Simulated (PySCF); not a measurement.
**`InChI=1S/C7H8ClN/c8-6-4-7(9)2-1-5(6)3-7/h1-2,4-5H,3,9H2/t5-,7-/m0/s1`**

Molfile (atoms numbered from 1):
```
C7H8ClN
     RDKit          3D

 17 18  0  0  0  0  0  0  0  0999 V2000
   -1.9040   -1.1427    0.1725 N   0  0  0  0  0  0  0  0  0  0  0  0
   -0.7091   -0.3732    0.0000 C   0  0  1  0  0  0  0  0  0  0  0  0
   -0.9160    1.1358   -0.1189 C   0  0  0  0  0  0  0  0  0  0  0  0
    0.2384    1.7179    0.1643 C   0  0  0  0  0  0  0  0  0  0  0  0
    1.2382    0.6123    0.4700 C   0  0  1  0  0  0  0  0  0  0  0  0
    0.2944   -0.3775    1.1758 C   0  0  0  0  0  0  0  0  0  0  0  0
    1.4139   -0.1429   -0.8408 C   0  0  0  0  0  0  0  0  0  0  0  0
    2.8760   -0.1080   -1.7231 Cl  0  0  0  0  0  0  0  0  0  0  0  0
    0.2642   -0.7299   -1.1411 C   0  0  0  0  0  0  0  0  0  0  0  0
   -2.5150   -1.0429   -0.6300 H   0  0  0  0  0  0  0  0  0  0  0  0
   -1.6869   -2.1256    0.2927 H   0  0  0  0  0  0  0  0  0  0  0  0
   -1.8505    1.5762   -0.4058 H   0  0  0  0  0  0  0  0  0  0  0  0
    0.4913    2.7604    0.1533 H   0  0  0  0  0  0  0  0  0  0  0  0
    2.1543    0.9045    0.9726 H   0  0  0  0  0  0  0  0  0  0  0  0
    0.7405   -1.3545    1.3567 H   0  0  0  0  0  0  0  0  0  0  0  0
   -0.1374    0.0139    2.0945 H   0  0  0  0  0  0  0  0  0  0  0  0
    0.0005   -1.3119   -2.0026 H   0  0  0  0  0  0  0  0  0  0  0  0
  2  1  1  1
  2  3  1  0
  3  4  2  0
  4  5  1  0
  5  6  1  0
  5  7  1  0
  7  8  1  0
  7  9  2  0
  6  2  1  0
  9  2  1  0
  1 10  1  0
  1 11  1  0
  3 12  1  0
  4 13  1  0
  5 14  1  1
  6 15  1  0
  6 16  1  0
  9 17  1  0
M  END
```

Computed with GIAO HF/pcSseg-1 magnetisability, rotational g tensor and spin-rotation constants, non-relativistic, gas phase in PySCF 2.14.0. Geometry: GFN2-xTB.

(1) How diamagnetic is it, and how anisotropic?

(2) Split it along the inertial axes a, b, c into diamagnetic and paramagnetic parts about the centre of mass, with the quadrupole moment.

(3) And the rotational g tensor?

## Answers

(1) Isotropic -1424 × 10⁻³⁰ J/T², or -85.7 × 10⁻⁶ cm³/mol; principal values -1564, -1408, -1298 × 10⁻³⁰ J/T², anisotropy 231 × 10⁻³⁰ J/T² (root of half the summed squared differences of the principal values). The susceptibility is in cgs units.

(2) 
| axis | χ (10⁻⁶ cm³/mol) | diamagnetic (10⁻⁶ cm³/mol) | paramagnetic (10⁻⁶ cm³/mol) | summed x² of all electrons (Å²) | quadrupole Θ (D Å) |
| --- | --- | --- | --- | --- | --- |
| a | -86.7 | -543.0 | 456.3 | 235.3 | -11.23 |
| b | -80.6 | -1197.9 | 1117.3 | 81.0 | +8.11 |
| c | -89.9 | -1342.0 | 1252.1 | 47.0 | +3.11 |

Anisotropies 2χaa − χbb − χcc = -2.9 and 2χbb − χaa − χcc = +15.4 × 10⁻⁶ cm³/mol. Θ is traceless in Buckingham's convention.

(3) 
| axis | rotational constant (GHz) | g | nuclear part | electronic part |
| --- | --- | --- | --- | --- |
| a | 2.9359 | -0.0200 | 0.6094 | -0.6294 |
| b | 1.0526 | -0.0158 | 0.5367 | -0.5525 |
| c | 0.9322 | -0.0086 | 0.5397 | -0.5483 |

Asymmetric top; isotopes 12C, 35Cl, 1H, 14N; no vibrational averaging.
